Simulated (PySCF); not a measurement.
The vertical singlet excitations below were computed for one of the candidates. Method: PySCF 2.14.0, density-fitted response routines, TDDFT PBE0/def2-SVPD, vertical, gas phase, core orbitals frozen in the response. Geometries: GFN2-xTB, one conformer each.

```csv
state,ν̃ (cm⁻¹),f,"main configurations (H = HOMO, L = LUMO)"
S1,46620,0.0008,"H-1→L+1 (53%), H→L+1 (10%), H-3→L+1 (9%)"
S2,52040,0.0015,"H-2→L+1 (34%), H-2→L+3 (28%), H-1→L+3 (12%)"
S3,53580,0.026,H→L (84%)
S4,54440,0.099,"H→L+1 (55%), H-1→L (10%)"
S5,54790,0.0066,"H-1→L (56%), H-2→L (18%)"
S6,55990,0.010,H-2→L (55%)
```

Triplets computed (Tamm–Dancoff): 5.11, 5.25 eV.

Question: Which structure fits? All have the formula C6H9NO.
A. `CC#CCN(C)C=O`
B. `C=CC/C=C/C(N)=O`
C. `NC(=O)C=C1CCC1`
D. `N#CC1CCOCC1`

Answer: A. Its S1 lies at 5.78 eV; the nearest of the others has S1 at 6.87 eV. S1 is HOMO-1→LUMO+1 (53%), HOMO→LUMO+1 (10%), HOMO-3→LUMO+1 (9%). Löwdin shares by element: HOMO nitrogen 33%, oxygen 27%, carbon 16% or more (atoms not listed hold the other 24%); LUMO carbon 46% or more (atoms not listed hold the other 54%). At the same level the other candidates give, for their lowest levels:
- `C=CC/C=C/C(N)=O`: 4.67 eV (f 0.000); 5.73 eV (f 0.084); 5.92 eV (f 0.037); 6.24 eV (f 0.482); 6.87 eV (f 0.007); T1 3.87 eV; HOMO -7.38, LUMO -1.02 eV
- `NC(=O)C=C1CCC1`: 4.67 eV (f 0.000); 5.93 eV (f 0.332); 6.05 eV (f 0.171); 6.67 eV (f 0.000); 6.82 eV (f 0.006); T1 3.76 eV; HOMO -7.19, LUMO -0.83 eV
- `N#CC1CCOCC1`: 6.87 eV (f 0.002); 7.31 eV (f 0.001); 7.32 eV (f 0.003); 7.86 eV (f 0.001); 7.89 eV (f 0.002); T1 6.40 eV; HOMO -7.66, LUMO 0.26 eV

Conformer computed: `[CH3:1][C:2]#[C:3][CH2:4][N:5]([CH3:6])[CH:7]=[O:8]`: C3–C4–N5–C6 64°, C4–N5–C7–O8 -2°.
